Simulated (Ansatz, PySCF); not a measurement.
System: GaCl2 (charge 0, doublet). It need not be the lowest isomer of its formula. SMILES: [Cl][Ga][Cl]
Geometry from a B3LYP-D3(BJ)/def2-TZVP (Ansatz, a first-principles code) optimisation:
```xyz
3

Ga     0.3971    -0.0046     0.4212
Cl     0.9893     0.3312    -1.6546
Cl    -1.7134    -0.3228     0.8864
```
Charge 0, spin multiplicity 2.

Wanted: atomisation energy (electronic, to ground-state atoms), in kcal/mol. Cores are frozen in the correlated levels unless marked. Open shells are spin-unrestricted. No spin-orbit coupling. The frozen core is the preceding noble-gas configuration, with the filled d and f shells of earlier blocks. No relativistic terms. The coupled-cluster limit lacks core correlation, which all-electron functionals hold. Basis-set limits of correlation are two-point, X^-3; Hartree-Fock from the larger set. The bracket is a focal-point correction in the basis named.

```tsv
level	program	atomisation energy (kcal/mol)
BP86/def2-TZVPD	PySCF	164.0
```

Question: What does RI-MP2/CBS(def2-TZVPPD,def2-QZVPPD)+[CCSD(T)-MP2]/def2-TZVPPD (Ansatz) give?

Answer: 165.5 kcal/mol
